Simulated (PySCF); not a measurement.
**[Sm(H2O)4]2+: from a saddle point downhill**

PySCF 2.14.0, RKS PBE0, Sm lcecp-0-SVP with ECP52, O def2-SVP, H def2-SVP; non-relativistic Hamiltonian with scalar-relativistic core potentials where named; density fitting; no spin-orbit coupling. Relaxed within the symmetry of its start, the geometry (D2d) is

```xyz
13

Sm    0.0000    0.0000    0.0000
O     1.4503    1.4667    1.4667
H     1.8123    1.2648    2.3449
H     1.8123    2.3449    1.2648
O    -1.4503   -1.4667    1.4667
H    -1.8123   -1.2648    2.3449
H    -1.8123   -2.3449    1.2648
O     1.4503   -1.4667   -1.4667
H     1.8123   -2.3449   -1.2648
H     1.8123   -1.2648   -2.3449
O    -1.4503    1.4667   -1.4667
H    -1.8123    2.3449   -1.2648
H    -1.8123    1.2648   -2.3449
```

and its lowest harmonic modes are -112, -37, -37, -28, -8, 30 cm⁻¹ (negative: unstable). It was moved along the lowest mode and relaxed again, within the group S4 that the move left.

(1) Where does it end, and how much lower?

(2) How do the contacts change?

(3) Is the end a minimum?

An lcecp potential fixes the number of 4f electrons, so in runs with it no electron can move into or out of that shell.

State: singlet in the valence, with the 4f electrons in the core potential.

Answers

(1) In S4, 0.030 eV lower, after 22 steps:
```xyz
13

Sm    0.0000    0.0000    0.0000
O     1.5204    1.4606    1.3983
H     2.3223    1.2034    1.8817
H     1.4425    2.4134    1.5688
O    -1.5204   -1.3983    1.4606
H    -1.4425   -1.5688    2.4134
H    -2.3223   -1.8817    1.2034
O     1.5204   -1.4606   -1.3983
H     1.4425   -2.4134   -1.5688
H     2.3223   -1.2034   -1.8817
O    -1.5204    1.3983   -1.4606
H    -2.3223    1.8817   -1.2034
H    -1.4425    1.5688   -2.4134
```

(2) 
| contact | saddle (Å) | end (Å) |
| --- | --- | --- |
| Sm1–O2 (H2O) | 2.531 | 2.530 |
| Sm1–O5 (H2O) | 2.531 | 2.530 |
| Sm1–O8 (H2O) | 2.531 | 2.530 |
| Sm1–O11 (H2O) | 2.531 | 2.530 |


(3) Yes, as far as the noise of the softest modes lets one tell (those above −25 cm⁻¹ count as noise); lowest modes -14, -14, 25, 32, 37, 63 cm⁻¹.
